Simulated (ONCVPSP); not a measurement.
## Configuration tests for iron (ONCV)

Fe, optimised norm-conserving Vanderbilt (ONCV), made with ONCVPSP 4.0.1 (PBEsol, scalar-relativistic). Core [Ne], reference 3s2 3p6 3d6 4s2. Waves: 3s+4s: rc 1.40 bohr, ncon 4, nbas 7, qcut 8.2 1/bohr, 3 projectors, debl 0.5 Ha; 3p: rc 1.10 bohr, ncon 4, nbas 7, qcut 11.4 1/bohr, 1 projector; 3d: rc 1.90 bohr, ncon 4, nbas 9, qcut 8.3 1/bohr, 1 projector. Local part: polynomial inside 0.90 bohr (lpopt 3, dvloc0 -1 Ha). Core correction: none.

Energies are relative to the spin-unpolarised reference configuration 3s2 3p6 3d6 4s2; without spin polarisation the order of configurations can differ from experiment.

| valence configuration | charge | ΔE all-electron (eV) | error AE − PS (meV) |
| --- | --- | --- | --- |
| 3s2 3p6 3d6 4s1 | +1 | 8.745 | +2.1 |
| 3s2 3p6 3d6 4s0 | +2 | 24.862 | +10 |
| 3s2 3p6 3d5 4s0 | +3 | 59.049 | +14 |

**Question.** What are ΔE and the potential's error for 3s2 3p6 3d6 4s1 4p1?

**Answer.** ΔE = 4.135 eV all-electron; the error (AE − PS) is +13 meV.
